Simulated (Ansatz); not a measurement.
Program: Ansatz. Geometries: PBE0-D4/def2-TZVP. ΔE: electronic, gas phase. CCSD(T)/CBS adds triple-zeta CCSD(T) − MP2 to the extrapolated MP2 energy (def2 sets, frozen cores). This one scheme is used for every species. DFT in def2-TZVPP. For Ge outer-core shells are correlated without core-valence functions, which leaves a few kJ/mol of doubt a bond. Scalar relativity is left out up to krypton.

`[AlH2][SiH2][GeH3]` + `[OH][GeH3]` → `[GeH3][O][GeH3]` + `[AlH2][SiH3]`  (cleavage of the Ge–Si bond)

`[AlH2][SiH2][GeH3]`:

```xyz
10

Al    0.809   -1.639   -1.295
Si    0.671   -0.256    0.717
Ge   -1.054    1.373    0.451
H    -0.083   -2.946   -1.429
H     1.739   -1.200   -2.505
H     1.935    0.488    0.991
H     0.338   -1.048    1.937
H    -1.180    2.277    1.689
H    -0.765    2.266   -0.771
H    -2.411    0.684    0.216
```

`[OH][GeH3]`:

Cartesian coordinates in Å:
```
O 0.584 -0.708 -1.020
Ge -0.255 0.058 0.354
H 1.132 -0.092 -1.509
H -1.061 -1.079 0.987
H -1.174 1.185 -0.155
H 0.776 0.636 1.342
```

`[GeH3][O][GeH3]`:

Cartesian coordinates in Å:
```
Ge 1.312 0.049 -0.899
O 0.149 -0.809 0.128
Ge -1.295 -0.143 0.914
H 0.579 0.619 -2.129
H 2.356 -0.997 -1.308
H 1.954 1.194 -0.091
H -1.932 -1.312 1.672
H -2.248 0.412 -0.163
H -0.874 0.986 1.875
```

`[AlH2][SiH3]`:

Cartesian coordinates in Å:
```
Al -0.525 -1.292 0.194
Si 0.408 0.958 -0.128
H 0.138 -2.331 1.197
H -1.820 -1.727 -0.617
H 0.775 1.174 -1.558
H -0.601 2.001 0.221
H 1.624 1.217 0.692
```

(1) Is it downhill or uphill in electronic energy at CCSD(T)/CBS, and by how much? (Estimate.)

(2) What do these levels give: BLYP-D4, BHLYP-D4, LC-ωPBE, CCSD(T)/def2-SVP, CCSD(T)/def2-TZVPP, CCSD/CBS(def2)? (Estimate.)

Largest T1 diagnostic among the species: 0.012.

## Answers

(1) The calculation gave: Downhill: ΔE = -0.03 eV.

(2) Computed: BLYP-D4 -0.03, BHLYP-D4 -0.12, LC-ωPBE 0.00, CCSD(T)/def2-SVP -0.19, CCSD(T)/def2-TZVPP -0.08, CCSD/CBS(def2) -0.05 eV.

From BLYP to BHLYP (50 % exact exchange), in def2-TZVPP and without D4, ΔE moves by −0.10 eV. In def2-TZVPP, CCSD(T) changes the Hartree–Fock value by +0.22 eV (the triples alone add +0.02 eV) and MP2 by +0.20 eV.
